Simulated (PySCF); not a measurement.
Species: C7H9NO2.
SMILES with atom numbers: `[O:1]=[CH:2]/[CH:3]=[C:4]1/[CH2:5][C@@H:6]1[CH2:7][NH:8][CH:9]=[O:10]`

Structure used (GFN2-xTB), in Å, numbered top down from 1:
```
atom  x, y, z in Å
O1     0.642    2.076    1.013
C2     1.537    2.156    0.203
C3     1.826    1.193   -0.853
C4     1.262   -0.005   -0.897
C5     1.075   -1.274   -1.596
C6     0.341   -0.974   -0.302
C7    -1.148   -0.687   -0.288
N8    -1.497    0.085    0.882
C9    -2.358   -0.378    1.801
O10   -2.983   -1.409    1.720
H11    2.220    3.025    0.211
H12    2.542    1.496   -1.605
H13    0.515   -1.259   -2.522
H14    1.871   -2.003   -1.587
H15    0.678   -1.493    0.589
H16   -1.722   -1.617   -0.239
H17   -1.429   -0.139   -1.195
H18   -0.926    0.904    1.065
H19   -2.456    0.313    2.658
```

Definitions: NICS(0) = −σiso at the ring centroid; NICS(1) = −σiso and NICS(1)zz = −σzz at ±1 Å along the ring normal z. Level: GIAO PBE0/pcSseg-1 (PySCF, non-relativistic, gas phase) on the GFN2-xTB geometry, one conformer.

Ring bond lengths (Å), with Mayer bond orders in brackets: C4–C5 1.461 (0.98), C5–C6 1.518 (0.94), C6–C4 1.463 (0.92).

Task: What do the NICS probes read (ppm)?

Result: 
```
    ring                                            type  NICS(0)  NICS(1), two faces  NICS(1)zz, two faces  rms pucker (Å)  centre to ring atoms, mean (Å)
C4–C5–C6  3-membered carbocycle; formal bonds all single    -28.5         -7.8 / -8.1         -18.9 / -17.7            0.00                            0.85
```

Task: What can be read from them?

Result: 
- C4–C5–C6: mean NICS(1)zz -18.3 ppm, shielded. C5, C6 have four or more neighbours; no verdict on aromaticity is drawn. NICS(0) lies 21 ppm below the mean NICS(1).

Task: List the ring angles and the Hirshfeld charges of the ring atoms.

Result: 
- C4–C5–C6: C4 62.6° (+0.036 e), C5 58.8° (-0.079 e), C6 58.7° (-0.032 e); sum 180.0° against 180° for a flat convex ring.
